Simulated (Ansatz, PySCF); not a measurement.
Br₂GeH₂. Atoms are numbered in the order given.

```xyz
5

Ge     0.0000     0.0000    -0.8839
Br     1.8954     0.0000     0.4529
Br    -1.8954     0.0000     0.4529
H      0.0000    -1.2927    -1.7109
H      0.0000     1.2927    -1.7109
```
Charge 0, spin multiplicity 1.

Geometry optimised at B3LYP-D3(BJ)/def2-SVP.

Vertical ionisation energy (IE) and electron affinity (EA) in eV. Rows of orbital energies are one-electron estimates. Where ΔSCF, EOM or ADC give a negative EA the extra electron is unbound and the value depends on the basis.

```csv
level,IE,EA
"−ε(HOMO), −ε(LUMO), M06-2X/def2-TZVPD (PySCF)",9.73,0.62
"−ε(HOMO), −ε(LUMO), PBE/def2-TZVPD (PySCF)",7.26,2.45
"ΔSCF, PBE/def2-SVPD (Ansatz), final states of multiplicity 2 and 2",10.06,0.12
```

Question: What vertical singlet–triplet gap does ΔSCF give with CAM-B3LYP/def2-SVPD (Ansatz, a quantum-chemistry and plane-wave program) and with PBE/def2-SVPD (Ansatz)? (Estimate from the structure and the level; the computed values follow.)

Answer: 5.47 and 4.74 eV (triplet above singlet where positive).
